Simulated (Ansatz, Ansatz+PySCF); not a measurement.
```yaml
atoms:
  - { symbol: S, position_ang: [-0.1887, 0.2977, -0.1169] }
  - { symbol: O, position_ang: [0.5728, -0.5138, -1.0532] }
  - { symbol: O, position_ang: [-0.1955, -0.0815, 1.2871] }
```

Basis set: def2-SVP (spherical functions). Correlated methods keep 7 orbitals frozen. Charge 0, multiplicity 3.

Computed with Ansatz (development build ahead of 0.2.0); each method stands on the lowest determinant of its kind that the runs found.

The atomization energy at this shape (free ground-state atoms in the same class of orbitals less the molecule, no zero-point energy) of triplet SO2:

| method | atomization energy |
| --- | --- |
| UHF-CCSD(T) | 109.43 kcal/mol |
| UHF-MP2 | 113.33 kcal/mol |

**Question.** What does UHF give?

**Answer.** 26.61 kcal/mol. Caution: another spin multiplicity may lie lower; the shape is not the minimum.
